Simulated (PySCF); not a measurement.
**Two probes of the same atoms: core binding energy and nuclear shielding**

Species: C6H11BSi.
Structure used (PBE0-D3(BJ)/def2-SVP), in Å, numbered top down from 1:
```
atom  x, y, z in Å
C1    -1.8626   -1.4073    0.7588
B2    -1.2704   -0.1082    0.0989
C3    -2.2560    0.9599   -0.4971
C4     0.2854    0.1073    0.0152
C5     0.8753    0.7644   -1.0223
Si6    2.7378    0.6437   -0.8201
C7     2.5705   -0.3236    0.7697
C8     1.2492   -0.4860    0.9889
H9    -1.1914   -1.9551    1.4357
H10   -2.8271   -1.2309    1.2616
H11   -2.0901   -2.0908   -0.0831
H12   -2.5138    1.6316    0.3454
H13   -3.2088    0.5328   -0.8468
H14   -1.8296    1.6039   -1.2802
H15    0.2881    1.2416   -1.8108
H16    3.4155   -0.1014   -1.9266
H17    3.4113    1.9722   -0.6768
H18    3.3291   -0.7213    1.4469
H19    0.8608   -1.0266    1.8597
```

Binding energies: delta-SCF UKS SCAN, pcX-2 on the ionised atom, pcseg-1 elsewhere, spin-free X2C (PySCF 2.14.0). Shieldings: GIAO B3LYP/pcSseg-1, non-relativistic, same geometry.

```tsv
atom	C 1s (eV)
C1	289.85
C4	289.85
C5	289.42
C7	289.43
C8	290.31
```

What are the absolute isotropic shieldings of these atoms?

```
atom                      environment  C 1s (eV)  isotropic shielding (ppm)
  C5                 alkene CH carbon     289.42                       25.9
  C7                 alkene CH carbon     289.43                       47.4
  C1        sp3 carbon bound to boron     289.85                      167.0
  C4  fully substituted alkene carbon     289.85                       -1.2
  C8                 alkene CH carbon     290.31                       16.5
```

Among the listed atoms, is the one with the highest binding energy also the least shielded?

No. The highest binding energy is at C8 (290.31 eV, shielding 16.5 ppm), the lowest shielding at C4 (-1.2 ppm, 289.85 eV).

By binding energy: C5 ≈ C7 < C1 ≈ C4 < C8. By shielding: C4 < C8 < C5 < C7 < C1.

Of atoms equivalent by bonding only the ionised one is listed; its partners' own values can differ in this conformer. Spin contamination (⟨S²⟩ against 0.75 for a pure doublet) is marked for C 1s of C4 (0.94) and C 1s of C8 (0.92), which makes these values less certain. Geometry: PBE0-D3(BJ)/def2-SVP; no solvent, vibrations or thermal averaging.
